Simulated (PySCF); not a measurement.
# Reading the logs of faulty runs: Al2B2H5

These are calculations, not measurements. They come from PySCF 2.14.0, an open-source quantum chemistry program, on an isolated molecule that a program drew, which may never have been made. The molecule is Al2B2H5 (charge 0, doublet), drawn as the SMILES string `B[BH][Al][AlH2]`.

Each row is a Hartree-Fock (HF) and frozen-core CCSD(T) single point in the cc-pV(D+d)Z basis, meant for a local HF minimum. Run 1 is clean. Each other run has one planted mistake out of seven kinds, and not every kind appears here: one electron removed, one electron added, multiplicity raised by two, geometry at a saddle point, minimal basis STO-3G, one bond length entered in bohr, all coordinates scaled. The reference is restricted for singlets and unrestricted otherwise, and also for a bond in bohr. Adding or removing an electron swaps singlet and doublet. Electrons count all cores. HOMO and LUMO are orbital energies over both spins, the gradient is its largest component, and the lowest frequency (negative if imaginary) is given only where the gradient is small. Bond lengths are over the 8 bonds as drawn. T1 is the CCSD diagnostic: over 0.02 (restricted) or 0.045 (unrestricted) a single reference is doubtful.

Geometry of the clean run:
```xyz
9
Al2B2H5, angstrom
B    -0.8002    2.3935   -3.1651
B     0.1515    1.4425   -2.1833
Al   -0.4900    0.4157   -0.4348
Al   -0.5990    0.7906    2.1196
H    -0.8825    3.5836   -2.9964
H    -1.4624    1.9239   -4.0550
H     1.3083    1.2459   -2.4724
H    -1.9250    1.3292    2.8041
H     0.5975    0.3414    3.0594
```

| run | electrons | basis functions | <S^2> | HOMO (eV) | LUMO (eV) | gradient (hartree/bohr) | lowest frequency (cm^-1) | mean bond (Å) | longest bond (Å) | T1 | HF (hartree) | CCSD(T) (hartree) | mistake |
|---|---|---|---|---|---|---|---|---|---|---|---|---|---|
| 1 | 41 | 99 | 0.790 | -7.10 | 0.22 | 1.0e-05 | 58 | 1.6459 | 2.584 | 0.0264 | -536.02395 | -536.36728 | no fault |
| 2 | 42 | 99 | 0.000 | -0.92 | 5.00 | 2.6e-02 | - | 1.6459 | 2.584 | 0.0331 | -536.03173 | -536.42048 | one electron added |
| 3 | 41 | 99 | 0.777 | -7.19 | 0.20 | 7.5e-02 | - | 1.4862 | 2.333 | 0.0241 | -535.95383 | -536.29877 | all coordinates scaled |
| 4 | 40 | 99 | 0.000 | -14.22 | -5.76 | 3.3e-02 | - | 1.6459 | 2.584 | 0.0170 | -535.78880 | -536.11681 | ? |
| 5 | 41 | 99 | 1.589 | -7.11 | 0.14 | 9.5e-03 | - | 1.8311 | 3.147 | 0.0536 | -535.89789 | -536.22593 | ? |

**Which mistake was planted in run 4, and what did it cost?**

It counts 40 electrons, one fewer than the clean run, at the same geometry and basis. So the mistake is: one electron removed. Subtracting run 1 and multiplying by 627.51 kcal/mol a hartree, the energy moved by 147.6 kcal/mol in HF and 157.2 kcal/mol in CCSD(T).

**Which mistake was planted in run 5, and what did it cost?**

The mean bond changes by a factor of 1.113 and the longest by 1.218, so the molecule wasn't scaled as a whole. A length L in bohr read as angstrom grows by (1/0.5292 - 1) L = 0.890 L. The 8 bonds together grew by 8 x 0.1852 = 1.482 Å, which gives L = 1.665 Å. That is bond B1-B2, 1.666 Å in the clean geometry. So the mistake is: one bond length entered in bohr. Subtracting run 1 and multiplying by 627.51 kcal/mol a hartree, the energy moved by 79.1 kcal/mol in HF and 88.7 kcal/mol in CCSD(T).

Cautions from the logs. Run 2: T1 is over the limit, so its CCSD(T) energy is less reliable; run 5: T1 is over the limit, so its CCSD(T) energy is less reliable.
